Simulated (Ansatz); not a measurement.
The cluster Zn2Te. The state is a singlet with charge 0. Geometry PBE-D4/def2-TZVP; atoms count from 1.

```xyz
3

Zn   -1.951   -0.549    1.545
Zn    1.954    0.547   -1.543
Te   -0.003    0.002   -0.002
```

In the def2 sets Te takes a core potential; there is no spin–orbit coupling. At PBE0-D4/def2-TZVP a triplet of charge 0 lies 0.16 eV below the restricted singlet, each at its own geometry. The structure comes from a short search, and lower isomers may exist.

(1) Estimate the Mulliken populations from the PBE0/def2-TZVP orbitals of Ansatz.

(2) And the Mayer bond orders between bonded heavy atoms (over 0.3)?

Answers

(1) 
```
atom  charge (e)  d electrons
 Zn1        0.13        10.03
 Zn2        0.13        10.03
 Te3       -0.26            –
```
Mulliken values and Mayer orders depend strongly on the basis.

(2) Zn1–Te3 0.99 (2.55 Å); Zn2–Te3 0.99 (2.55 Å). Values over 0.3 also appear between atoms too far apart for a bond (Zn1–Zn2 0.38 at 5.10 Å); they arise where an orbital or an unpaired electron spreads over both atoms.
